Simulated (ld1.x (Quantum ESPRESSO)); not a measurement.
Varying the TM semilocal potential for Au

Base potential:

gold, norm-conserving Troullier–Martins (semilocal form), made with ld1.x (Quantum ESPRESSO) 7.5 (PBE, scalar-relativistic). Core [Xe] 4f14, reference 5d10 6s0.5 6p0.5. Waves: 6s (bound): rc 2.35 bohr; 5d (bound): rc 2.10 bohr; 6p (bound): rc 3.40 bohr. Local part: the p channel. Core correction: Bessel-smoothed model core, default radius (core density twice the valence density).

Cutoffs, loose and tight: the cutoffs (Ry, on a coarse ladder) from which the occupation-weighted sum of valence levels, in a spherical-Bessel basis at the reference potential, stays within 10 and 1 mRy of its value at 400 Ry. They do not see the model core or the augmentation charge, which bear on the density cutoff. Test errors are all-electron minus pseudo excitation energies from the reference, over the configurations 5d10 6s1 6p0; 5d10 6s0 6p0; 5d9 6s0 6p0; 5d10 6s0.5 6p0; 5d9 6s1 6p1; 5d9 6s2 6p0; 5d8 6s0 6p0. A dash means not determined; rows that change the core or the reference have their own tests.

In the semilocal form every listed channel keeps its own potential, so the choice of the local channel does not act on these tests. It acts once the file is put into the separable form.

A semilocal file is local in each channel, so a ghost entry of none says nothing of the separable form that plane-wave codes build from it.

The default core radius of the base comes out at 1.02 bohr.

| change | outcome | cutoff, loose | cutoff, tight | bound ghosts | largest test error (meV) |
| --- | --- | --- | --- | --- | --- |
| base | generated | 40 Ry | 60 Ry | none | -168 |
| core correction Bessel-smoothed model core inside 1.44 bohr | generated | 40 Ry | 60 Ry | none | -169 |
| wave 5d (bound): rc 2.10 bohr becomes 5d (bound): rc 2.12 bohr | generated | 40 Ry | 60 Ry | none | -173 |
| wave 6s (bound): rc 2.35 bohr becomes 6s (bound): rc 2.28 bohr | generated | 40 Ry | 60 Ry | none | -167 |
| local potential the d channel | generated | 40 Ry | 60 Ry | none | -168 |

What comes out with this change to the base: all radii but the core radius scaled by about 1.15 (s 2.70, p 3.90, d 2.40 bohr)?

outcome: generated; cutoff, loose: 40 Ry; cutoff, tight: 50 Ry; bound ghosts: none; largest test error (meV): -242.

What comes out with this change to the base: reference 5d10 6s1 6p0?

outcome: generated; cutoff, loose: 40 Ry; cutoff, tight: 60 Ry; bound ghosts: none; largest test error (meV): -510.

What comes out with this change to the base: wave 6p (bound): rc 3.40 bohr becomes 6p (bound): rc 4.40 bohr?

outcome: generated; cutoff, loose: 40 Ry; cutoff, tight: 60 Ry; bound ghosts: none; largest test error (meV): -199.
